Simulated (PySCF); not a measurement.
Si(F)2(I)(OH) (F2HIOSi), SMILES F[Si](F)(O)I.

The structure is a stationary point at B3LYP-D3(BJ)/def2-SVP. The def2 effective core potentials stand for the cores of I; spin–orbit coupling is left out. One conformer was computed; it need not be the lowest.

The numbers are results of PBE/def2-TZVP (PySCF), not measurements.

Gas-phase values at a fixed geometry.

```yaml
total_energy: -862.65373 hartree
point_group: Cs
highest_occupied_level: -7.09 eV
lowest_empty_level: -1.67 eV
orbital_gap: 5.42 eV
dipole_moment: 1.30 D
quadrupole, principal values (traceless, Buckingham form, about the centre of nuclear charge): -7.16, -6.51, 13.67 D·Å
mean_static_polarisability: 56.3 bohr³ (8.35 Å³)
polarisability_principal_values: 46.7, 49.1, 73.2 bohr³
```
